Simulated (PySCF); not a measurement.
# Electron correlation in Pd (palladium, neutral)

[Kr] 4d9 5p1, one real determinant (an excited configuration). Calculation: PySCF 2.14, in aug-cc-pVDZ-PP with ECP28MDF (5s5p4d2f, 54 functions); a scalar-relativistic core potential. Frozen: 4s2 4p6; 10 electrons correlated.

```tsv
level	correlation energy (mhartree)
CCSD	-240.06
(T)	-6.88
CCSD(T)	-246.94
```

Diagnostics: T1 = 0.024, D1 = 0.1012, largest double amplitude 0.030.

The real determinant used has ⟨L²⟩ near 8 against 12 for a pure F term, so it mixes terms.

Cost of the coupled-cluster step: of the order of 8 core-seconds, for 10 correlated electrons.

The reference is one real determinant that mixes LS terms of this configuration.
